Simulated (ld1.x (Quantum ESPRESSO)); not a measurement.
**Transferability test, RRKJ potential for carbon**

```json
{"Element": "C (Z = 6)", "Generator": "ld1.x (Quantum ESPRESSO) 7.5", "Type": "norm-conserving RRKJ (Kleinman–Bylander form)", "Functional": "PBEsol", "Relativity": "scalar-relativistic", "Frozen core": "[He]", "Valence charge": "4", "Reference configuration": "2s2 2p1 (charge +1)", "Partial waves": "2s (bound): rc 1.05 bohr; 2p (bound): rc 1.55 bohr; 3d channel at 0.25 Ry: rc 1.40 bohr", "Local potential": "the d channel", "Core correction": "none", "rho0": "0.001"}
```

Energies are relative to the spin-unpolarised reference configuration 2s2 2p1; without spin polarisation the order of configurations can differ from experiment.

```csv
valence configuration,charge,ΔE all-electron (eV),error AE − PS (meV)
2s2 2p2,0,-10.789,+12
2s2 2p0,+2,24.019,+71
2s1 2p3,0,-2.362,+32
2s2 2p2.3,-0.3,-11.933,+14
2s2 2p1.5,+0.5,-6.856,+5.0
2s0 2p4,0,6.084,+60
```

(1) What are ΔE and the potential's error for 2s1 2p0?

Levels in the configuration 2s2 2p2:

```json
{"level": "2s", "all-electron (eV)": "-13.648", "pseudo (eV)": "-13.643"}
{"level": "2p", "all-electron (eV)": "-5.233", "pseudo (eV)": "-5.244"}
```

Answers

(1) ΔE = 71.982 eV all-electron; the error (AE − PS) is +248 meV.

ld1.x printed “convergence not achieved” for 3 of the counted tests; their residual had stalled under 1e-8, short of the target of 1e-14.
